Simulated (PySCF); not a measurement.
C3H5Br.
Atom-mapped SMILES: `[CH2:1]=[CH:2][CH2:3][Br:4]` (hydrogens: H5, H6 on C1; H7 on C2; H8, H9 on C3)

Computed, not measured: core-valence-separated Tamm–Dancoff BHandHLYP/aug-pcX-1 (pcseg-1 on H, def2-SVPD on Br) in PySCF, non-relativistic, gas phase, PBE0-D3(BJ)/def2-SVP geometry. No empirical shift is added; at this level the pattern usually sits a few eV under experiment.

Q: Give energies, oscillator strengths and core holes at the C K edge.

A: 
| E (eV) | f | core hole on | main final orbital | polarisation |
| --- | --- | --- | --- | --- |
| 282.42 | 0.0589 | C1 | LUMO (57 %) | normal to the local trigonal plane |
| 282.73 | 0.0593 | C2 | LUMO (51 %) | normal to the local trigonal plane |
| 284.10 | 0.0638 | C3 | LUMO (62 %) | – |
| 285.96 | 0.0092 | C1 | LUMO+1 (43 %) | in the local trigonal plane |
| 286.02 | 0.0137 | C2 | spread | mixed |
| 286.35 | 0.0272 | C1 | LUMO+3 (44 %) | in the local trigonal plane |
| 286.63 | 0.0114 | C2 | LUMO+3 (57 %) | mixed |
| 286.92 | 0.0025 | C1 | LUMO+2 (39 %) | in the local trigonal plane |
| 287.10 | 0.0076 | C3 | LUMO+1 (70 %) | – |
| 287.41 | 0.0015 | C2 | LUMO+1 (38 %) | mixed |
| 287.48 | 0.0038 | C1 | LUMO+4 (36 %) | mixed |
| 287.52 | 0.0016 | C2 | LUMO+2 (66 %) | mixed |
| 287.55 | 0.0173 | C3 | LUMO+4 (34 %) | – |
| 287.59 | 0.0057 | C1 | LUMO+5 (35 %) | mixed |
| 287.69 | 0.0314 | C3 | LUMO+6 (35 %) | – |

The first line with a tenth or more of the strongest one's intensity is at 282.42 eV (f = 0.059), with the hole on C1 (terminal =CH2 carbon), polarised normal to the local trigonal plane: a 1s→π* resonance. The strongest listed is at 284.10 eV (f = 0.064; C3).

Roots within 0.03 eV whose holes lie on the same, on equivalent or on shared atoms are summed into one line, and the highest roots are left out, as the search may have cut off their partners. Final orbitals are the ground state's empty Kohn–Sham orbitals. A dash: too weak, shared between unlike atoms, or no plane or axis to refer to.

Q: What length of transition dipole belongs to the line at 287.55 eV?

A: From f = (2/3) ΔE |μ|² in atomic units, with ΔE = 10.567 Eh and f = 0.0173: |μ| = 0.050 au = 0.13 D.

The list ends where the root search ended, not at a threshold. The BHandHLYP/aug-pcX-1 (pcseg-1 on H, def2-SVPD on Br) calculation is non-relativistic and has no spin–orbit coupling, an omission that weighs most on bromine.

Conformer computed: `[CH2:1]=[CH:2][CH2:3][Br:4]`: C1–C2–C3–Br4 116°.

One conformer stands for the species.
